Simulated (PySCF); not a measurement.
# MoCl₃ at several levels of theory

All levels use the PBE0 minimum (quartet; Mo–Cl 2.255 Å (×3); Cl–Mo–Cl 120.0° (×3)), basis [Mo def2-SVP with ECP28, Cl def2-SVP], scalar-relativistic core potentials, density fitting, no spin–orbit coupling, PySCF. For vertical energies the ionised species is a triplet (spins chosen at PBE0 and kept) and the electron-attached one a quintet. Atomisation goes to high-spin ground-configuration atoms, without zero-point energy. Open shells are unrestricted, also as the reference of the correlated levels. A dash marks a value that was not computed or is not defined at that level.

| level | atomisation (kJ/mol) | vertical IP (eV) | vertical EA (eV) | −ε(HOMO) (eV) |
| --- | --- | --- | --- | --- |
| PBE0 | 1122 | 9.39 | 1.54 | 7.34 |
| HF | 669 | 10.14 | 1.75 | 11.52 |
| MP2 | – | 8.96 | 1.24 | – |
| PBE | 1204 | 8.73 | 1.11 | 5.55 |
| B3LYP | 1131 | 9.12 | 1.34 | 6.86 |
| r2SCAN | – | 9.15 | 1.44 | 6.13 |
| TPSSh | ? | ? | ? | ? |
| PBEsol | – | ? | ? | ? |
| HSE06 | – | 9.35 | 1.52 | 6.91 |

(1) Fill in the row of TPSSh.

(2) Fill in the row of PBEsol.

Results:

(1) atomisation (kJ/mol) 1158, vertical IP (eV) 9.10, vertical EA (eV) 1.40, −ε(HOMO) (eV) 6.46.

(2) vertical IP (eV) 8.72, vertical EA (eV) 1.12, −ε(HOMO) (eV) 5.51.

Without diffuse functions attachment energies tend to come out too low.

Open d and f shells are described by one determinant, and the ground state may have another occupation or spin.
